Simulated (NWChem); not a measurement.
Species: C2H8BNO; SMILES NB(OC)C

```xyz
13

B      0.0078     0.4777     0.0035
C     -0.7832     1.8462    -0.0001
H     -1.8669     1.6802     0.0793
H     -0.5955     2.4114    -0.9284
H     -0.4742     2.4976     0.8338
O     -0.7309    -0.6812     0.0036
C     -0.1313    -1.9406    -0.0020
H      0.4976    -2.1075     0.8929
H     -0.9191    -2.7087    -0.0060
H      0.4989    -2.0994    -0.8973
N      1.4199     0.4437     0.0018
H      1.9742    -0.4008    -0.0012
H      1.9736     1.2879     0.0015
```
Atoms are numbered in this order, from 1.

Structure relaxed at the PBE0/def2-SVP level. Not confirmed as a minimum by frequencies.

**Question.** Give the principal values of the shielding tensors (ppm) of B1, C2, O6, C7, N11 from LDA (Slater exchange, VWN5)/pcSseg-1, GIAO (NWChem), with their diamagnetic and paramagnetic parts as GIAO splits them.

**Answer.** 
| atom | σ11 | σ22 | σ33 | isotropic | diamagnetic | paramagnetic |
|---|---|---|---|---|---|---|
| B1 | 39.7 | 55.7 | 91.5 | 62.3 | 195.3 | -133.0 |
| C2 | 174.7 | 179.0 | 196.3 | 183.3 | 253.5 | -70.2 |
| O6 | 97.7 | 240.8 | 354.7 | 231.1 | 393.0 | -162.0 |
| C7 | 98.2 | 105.1 | 182.8 | 128.7 | 248.1 | -119.4 |
| N11 | 128.2 | 215.3 | 225.0 | 189.5 | 318.2 | -128.7 |
